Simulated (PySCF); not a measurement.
## Ionisation energy of Br by level of theory

Br [Ar] 3d10 4s2 4p5 (2P) → Br⁺ [Ar] 3d10 4s2 4p4 (3P), as a difference of total energies. Calculation: PySCF 2.14, in ANO-RCC-VTZP (6s5p3d1f, 43 functions); the spin-free X2C one-electron Hamiltonian (Gaussian nucleus). Correlated levels: valence and next inner shell: [Ne] frozen. The calculations carry no spin-orbit coupling.

```
                                method  ionisation energy (eV)  error (eV)
                                   UHF                  10.717      -1.127
    MP2 (valence and next inner shell)                  11.606      -0.238
SCS-MP2 (valence and next inner shell)                  11.582      -0.262
   CCSD (valence and next inner shell)                  11.582      -0.262
CCSD(T) (valence and next inner shell)                  11.625      -0.219
```

Reference: 11.844 eV (measured; NIST levels, between the centres of gravity of the two terms).

Errors of the correlated levels include the incompleteness of this basis and the frozen core.
